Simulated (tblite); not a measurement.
Question: Give a GFN2-xTB geometry of InChI=1S/C7H11OP/c1-3-6-4-5-9-7(6)8-2/h3,9H,1,4-5H2,2H3.

Answer: 
Z-matrix in Å and degrees, rows numbered from 1:
```
C 
C   1  1.3311
C   2  1.4417  1  125.64
C   3  1.3529  2  122.81  1   173.17
O   4  1.3564  3  122.60  2     0.24
C   5  1.4046  4  116.42  3   175.43
P   4  1.8404  3  113.98  2  -179.56
C   7  1.8552  4   88.41  3   -13.93
C   3  1.5054  2  122.81  1    -4.48
H   1  1.0765  2  122.48  3    -0.18
H   1  1.0761  2  121.32  3  -179.61
H   2  1.0817  1  120.03  3   179.27
H   6  1.0891  5  106.32  4   177.37
H   6  1.0967  5  111.28  4    58.16
H   6  1.0959  5  111.21  4   -63.38
H   7  1.4114  4   94.22  3    81.53
H   8  1.0952  7  106.89  4   -93.83
H   8  1.0910  7  110.99  4   149.00
H   9  1.0909  3  111.24  2   -40.02
H   9  1.0953  3  109.23  2    78.95
```

Of the pairs four or more bonds apart, O5···H12 is among the closest relative to their van der Waals radii: 2.48 Å, 91 % of the sum of Bondi's values. The 5-membered ring C3–C4–P7–C8–C9 has internal angles of 88.4° to 114.3°; it is puckered, 0.14 Å rms from its mean plane, widest ring torsion 30°. P7 (phosphine phosphorus) is pyramidal (angles 95.6°, 94.2° and 88.4°, sum 278.2°, 0.91 Å off the plane of its three neighbours). O5 (ether oxygen) is bent (angle 116.4°).

The geometry is computed with GFN2-xTB (gas phase).

Point group: C1 (no symmetry element, even within 0.4 Å). Its GFN2-xTB frequencies are all real (lowest 70 cm⁻¹). One conformer, not necessarily the lowest (C1–C2–C3–C4 173°, C3–C4–O5–C6 175°, C3–C4–P7–C8 -14°, C4–P7–C8–C9 25°, P7–C8–C9–C3 -30°, C2–C3–C9–C8 -161°).

On an Arm Neoverse V1 with one thread, no GPU, on a shared host, this took 0.82 s wall. That covers the optimisation of the geometry.
